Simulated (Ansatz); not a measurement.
**Nudged elastic band run: AlF2H3Si**

input.yaml

```yaml
crystal:
  periodic: [false, false, false]
  atoms:
    - { symbol: F, position_ang: [-0.238007, -1.494946, 1.616537] }
    - { symbol: Si, position_ang: [0.552394, -0.66005, 0.398995] }
    - { symbol: F, position_ang: [1.03131, -1.869101, -0.651739] }
    - { symbol: Al, position_ang: [-0.760504, 1.015677, -0.579599] }
    - { symbol: H, position_ang: [1.80293, -0.141412, 1.009884] }
    - { symbol: H, position_ang: [-1.204593, 2.212602, 0.239459] }
    - { symbol: H, position_ang: [-1.183539, 0.93723, -2.033539] }
basis:
  gaussian: { orbitals: STO-3G }
hamiltonian:
  xc: blyp
  dispersion: d4
neb:
  order_check: false
  images: 7
  f_tol: 0.05
  max_iterations: 60
  final_atoms:
    - { symbol: F, position_ang: [-0.84707411, -1.99152407, 1.430092] }
    - { symbol: Si, position_ang: [0.0845017, -1.10065051, 0.40186262] }
    - { symbol: F, position_ang: [1.06416158, -2.32960901, -0.0953595] }
    - { symbol: Al, position_ang: [-0.06367399, 1.21775061, -0.37327412] }
    - { symbol: H, position_ang: [1.41352115, 1.55903912, -0.35582083] }
    - { symbol: H, position_ang: [-0.96362981, 1.78294228, 0.70593632] }
    - { symbol: H, position_ang: [-0.68781551, 0.86205157, -1.71343848] }
  initial_path:
    images:
      - { positions_ang: [[-0.238007, -1.494946, 1.616537], [0.552394, -0.66005, 0.398995], [1.03131, -1.869101, -0.651739], [-0.760504, 1.015677, -0.579599], [1.80293, -0.141412, 1.009884], [-1.204593, 2.212602, 0.239459], [-1.183539, 0.93723, -2.033539]] }
      - { positions_ang: [[-0.28550697, -1.56050105, 1.59422104], [0.5775737, -0.73140232, 0.45866138], [1.01379207, -1.92059921, -0.60793821], [-0.69390302, 0.99925984, -0.53915673], [1.65169858, 0.0788711, 0.81204977], [-1.1586413, 2.19315269, 0.29098198], [-1.10502205, 0.94121895, -2.00882122]] }
      - { positions_ang: [[-0.33300695, -1.6260561, 1.57190509], [0.6027534, -0.80275464, 0.51832775], [0.99627413, -1.97209741, -0.56413743], [-0.62730203, 0.98284268, -0.49871447], [1.50046716, 0.2991542, 0.61421555], [-1.1126896, 2.17370339, 0.34250495], [-1.02650511, 0.94520789, -1.98410344]] }
      - { positions_ang: [[-0.38050692, -1.69161115, 1.54958913], [0.62793311, -0.87410696, 0.57799413], [0.9787562, -2.02359562, -0.52033664], [-0.56070105, 0.96642552, -0.4582722], [1.34923574, 0.5194373, 0.41638132], [-1.0667379, 2.15425408, 0.39402793], [-0.94798816, 0.94919684, -1.95938567]] }
      - { positions_ang: [[-0.42800689, -1.75716621, 1.52727317], [0.65311281, -0.94545928, 0.6376605], [0.96123826, -2.07509382, -0.47653585], [-0.49410007, 0.95000836, -0.41782993], [1.19800431, 0.7397204, 0.21854709], [-1.02078621, 2.13480477, 0.44555091], [-0.86947122, 0.95318578, -1.93466789]] }
      - { positions_ang: [[-0.5327737, -1.81575567, 1.50297788], [0.51096003, -0.98425709, 0.57871103], [0.98696909, -2.13872262, -0.38124176], [-0.38649355, 1.01694392, -0.40669098], [1.25188352, 0.94455008, 0.07495511], [-1.00649711, 2.04683915, 0.51064726], [-0.82405729, 0.93040223, -1.87936054]] }
      - { positions_ang: [[-0.6375405, -1.87434514, 1.47868258], [0.36880725, -1.0230549, 0.51976156], [1.01269992, -2.20235141, -0.28594767], [-0.27888703, 1.08387949, -0.39555203], [1.30576273, 1.14937976, -0.06863687], [-0.99220801, 1.95887353, 0.57574361], [-0.77864337, 0.90761868, -1.82405318]] }
      - { positions_ang: [[-0.7423073, -1.9329346, 1.45438729], [0.22665447, -1.06185271, 0.46081209], [1.03843075, -2.26598021, -0.19065358], [-0.17128051, 1.15081505, -0.38441308], [1.35964194, 1.35420944, -0.21222885], [-0.97791891, 1.8709079, 0.64083996], [-0.73322944, 0.88483513, -1.76874583]] }
      - { positions_ang: [[-0.84707411, -1.99152407, 1.430092], [0.0845017, -1.10065051, 0.40186262], [1.06416158, -2.32960901, -0.0953595], [-0.06367399, 1.21775061, -0.37327412], [1.41352115, 1.55903912, -0.35582083], [-0.96362981, 1.78294228, 0.70593632], [-0.68781551, 0.86205157, -1.71343848]] }
```

Launched with:

```bash
$ ansatz run input.yaml --threads 1 --pin off --max-ram 2048MiB --backend cpu --events-out ev --progress --plain --runs-dir out
```

Output, in part (warnings, iteration lines, the closing report on the highest movable image, with atoms numbered from 0):

```
NEB end point (image 0): max|allowed force component| = 7.813e-3 eV/Å (the criterion of neb.relax_end_points is 1.000e-2)
NEB end point (image 8): max|allowed force component| = 1.253e-2 eV/Å (the criterion of neb.relax_end_points is 1.000e-2)
NEB iter   1: max|band force component| = 4.615e0 eV/Å  barrier→ = 4.7245 eV  barrier← = 4.8281 eV  Δτ_max = 0.1983 Å  (334 SCF iters)
NEB iter   2: max|band force component| = 5.344e0 eV/Å  barrier→ = 3.4934 eV  barrier← = 3.5970 eV  Δτ_max = 0.1007 Å  (213 SCF iters)
NEB iter   3: max|band force component| = 3.987e0 eV/Å  barrier→ = 2.7616 eV  barrier← = 2.8652 eV  Δτ_max = 0.0990 Å  (179 SCF iters)
NEB iter   4: max|band force component| = 3.323e0 eV/Å  barrier→ = 2.4135 eV  barrier← = 2.5171 eV  Δτ_max = 0.1951 Å  (175 SCF iters)
NEB iter   5: max|band force component| = 2.173e0 eV/Å  barrier→ = 1.5310 eV  barrier← = 1.6346 eV  Δτ_max = 0.2000 Å  (182 SCF iters)
NEB iter   6: max|band force component| = 1.555e0 eV/Å  barrier→ = 1.5602 eV  barrier← = 1.6638 eV  Δτ_max = 0.0988 Å  (170 SCF iters)
NEB iter   7: max|band force component| = 1.878e0 eV/Å  barrier→ = 1.3114 eV  barrier← = 1.4150 eV  Δτ_max = 0.0503 Å  (165 SCF iters)
NEB iter   8: max|band force component| = 1.640e0 eV/Å  barrier→ = 1.1982 eV  barrier← = 1.3018 eV  Δτ_max = 0.0914 Å  (167 SCF iters)
NEB iter   9: max|band force component| = 1.646e0 eV/Å  barrier→ = 1.0966 eV  barrier← = 1.2002 eV  Δτ_max = 0.2000 Å  (167 SCF iters)
NEB iter  10: max|band force component| = 1.281e0 eV/Å  barrier→ = 1.0016 eV  barrier← = 1.1053 eV  Δτ_max = 0.1952 Å  (185 SCF iters)
NEB iter  11: max|band force component| = 7.520e-1 eV/Å  barrier→ = 0.6936 eV  barrier← = 0.7972 eV  Δτ_max = 0.1970 Å  (175 SCF iters)
NEB iter  12: max|band force component| = 7.981e-1 eV/Å  barrier→ = 0.6474 eV  barrier← = 0.7511 eV  Δτ_max = 0.1009 Å  (176 SCF iters)
NEB iter  13: max|band force component| = 4.510e-1 eV/Å  barrier→ = 0.6337 eV  barrier← = 0.7373 eV  CI = image 3  Δτ_max = 0.1988 Å  (169 SCF iters)
NEB iter  14: max|band force component| = 4.974e-1 eV/Å  barrier→ = 0.7786 eV  barrier← = 0.8822 eV  CI = image 3  Δτ_max = 0.0989 Å  (165 SCF iters)
NEB iter  15: max|band force component| = 2.718e-1 eV/Å  barrier→ = 0.7721 eV  barrier← = 0.8757 eV  CI = image 3  Δτ_max = 0.0605 Å  (161 SCF iters)
NEB iter  16: max|band force component| = 1.073e-1 eV/Å  barrier→ = 0.7759 eV  barrier← = 0.8796 eV  CI = image 3  Δτ_max = 0.0328 Å  (157 SCF iters)
NEB iter  17: max|band force component| = 9.311e-2 eV/Å  barrier→ = 0.7749 eV  barrier← = 0.8785 eV  CI = image 3  Δτ_max = 0.0182 Å  (155 SCF iters)
NEB iter  18: max|band force component| = 9.323e-2 eV/Å  barrier→ = 0.7742 eV  barrier← = 0.8779 eV  CI = image 3  Δτ_max = 0.0091 Å  (157 SCF iters)
NEB iter  19: max|band force component| = 5.125e-2 eV/Å  barrier→ = 0.7739 eV  barrier← = 0.8776 eV  CI = image 3  Δτ_max = 0.0091 Å  (141 SCF iters)
NEB iter  20: max|band force component| = 2.103e-2 eV/Å  barrier→ = 0.7738 eV  barrier← = 0.8775 eV  CI = image 3  Δτ_max = 0.0000 Å  (301 SCF iters)
Total energy: -19703.56621814 eV, -724.0927029598 hartree
Atom 0 at     0.175036    -1.437239     1.893816 Å, force    -0.004244     0.005001    -0.003258 eV/Å
Atom 1 at     0.089203    -0.948187     0.302970 Å, force     0.004499    -0.007545     0.008035 eV/Å
Atom 2 at     0.958686    -2.120605    -0.500617 Å, force     0.000398    -0.004698    -0.004596 eV/Å
Atom 3 at    -0.712285     0.958274    -0.508916 Å, force     0.009229     0.005222     0.002868 eV/Å
Atom 4 at     1.085617     0.343292     0.259297 Å, force    -0.004650     0.004680    -0.002964 eV/Å
Atom 5 at    -1.202734     1.958356     0.508692 Å, force    -0.002838    -0.001953     0.000059 eV/Å
Atom 6 at    -0.393532     1.246109    -1.955243 Å, force    -0.002393    -0.000707    -0.000144 eV/Å
Dipole moment:    -0.262607     0.003940    -0.086315 e Å
```

The run converged. A vibrational analysis at the climbing image gives one clearly imaginary mode, 482i cm⁻¹: a first-order saddle point. The orbitals stay closed-shell, which can raise the energy where a bond breaks towards radicals; this wasn't checked here. Limits of this set-up: minimal basis.

Final band (atoms are numbered from 1 in the order of the input):

| image | path coordinate (Å) | energy (kJ/mol) | Si2–H5 (Å) | Al4–H5 (Å) |
| --- | --- | --- | --- | --- |
| 0 | 0.00 | 0.0 | 1.49 | 3.23 |
| 1 | 0.74 | -0.1 | 1.49 | 3.22 |
| 2 | 1.47 | 26.0 | 1.49 | 2.74 |
| 3 | 2.21 | 74.7 | 1.63 | 2.05 |
| 4 | 2.79 | 13.7 | 2.14 | 1.60 |
| 5 | 3.37 | -6.4 | 2.61 | 1.54 |
| 6 | 3.95 | -10.0 | 2.92 | 1.52 |
| 7 | 4.52 | -9.9 | 3.01 | 1.52 |
| 8 | 5.10 | -10.0 | 3.07 | 1.52 |

Run time: 2.5 min on 1 thread of Arm Neoverse V2, with other jobs on the host, peak memory 0.09 GiB.
